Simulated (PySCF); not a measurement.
# Exercise with solution: oscillator strength and radiative lifetime

C5H10, SMILES CC=C(C)C.

Coordinates come from a B3LYP-D3(BJ)/def2-SVP optimisation.

TDDFT-LC-ωPBE/def2-SVPD in PySCF 2.14.0 puts the first singlet state with f over 0.02 at 7.27 eV (vertical), with the transition dipole (0.655, -1.623, 0.000) in atomic units.

Find the oscillator strength, the wavelength and the radiative lifetime that this transition would have in vacuum if emission retraced absorption.


|μ|² = 3.0632 au, so |μ| = 4.45 D. ΔE = 7.27/27.211 = 0.2672 hartree. f = (2/3) ΔE |μ|² = 0.546 (the program prints 0.546).
λ = 1239.84/7.27 = 171 nm; ν = 58636 cm⁻¹.
Einstein's coefficient A = 0.6670 ν² f s⁻¹ (ν in cm⁻¹) = 1.3e9 s⁻¹, so τ = 1/A = 0.80 ns. This state is S2; the lower singlet has f = 0.000. The figure is the radiative limit of this one transition; relaxation, internal conversion, crossing to triplets and a medium change what is measured.
